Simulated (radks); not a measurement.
Excited configurations of Gd I: one electron is placed in a higher orbital outside [Xe] 4f7 5d1 6s1. The ground configuration is [Xe] 4f7 5d1 6s2. Calculated with a radial shooting solver on a logarithmic mesh with Libxc functionals: scalar-relativistic Kohn-Sham, PBE, spin-polarised, spherical densities, point nucleus; open shells are filled with parallel spins first (spin-orbit coupling, left out, can overturn this in heavy ions). Excitation = E - E(ground); binding = E(ion) - E, where the ion is the core of charge +1; n* = 1/sqrt(2 binding) in atomic units, and the quantum defect is n - n*.

outer orbital  excitation (eV)  binding (eV)     n*  quantum defect  eigenvalue (eV)
5f                       5.010         0.985  3.717           1.283           -0.469
6p                       1.887         4.108  1.820           4.180           -2.203
6d                       4.379         1.616  2.902           3.098           -0.795
6f                       5.291         0.704  4.395           1.605           -0.402
7p                       4.258         1.737  2.799           4.201           -1.047
7d                       4.966         1.029  3.636           3.364           -0.603
7f                       5.472         0.523  5.098           1.902           -0.329

The Delta-SCF ionisation energy is 5.995 eV (NIST Atomic Spectra Database: 6.150 eV, measured). Self-interaction in the functional shifts the binding energies and quantum defects, so they are the method's values and not measured ones. Open shells are spherical and high-spin; term and fine-structure splittings are not resolved. Spin-orbit splitting is averaged out at the scalar-relativistic level.
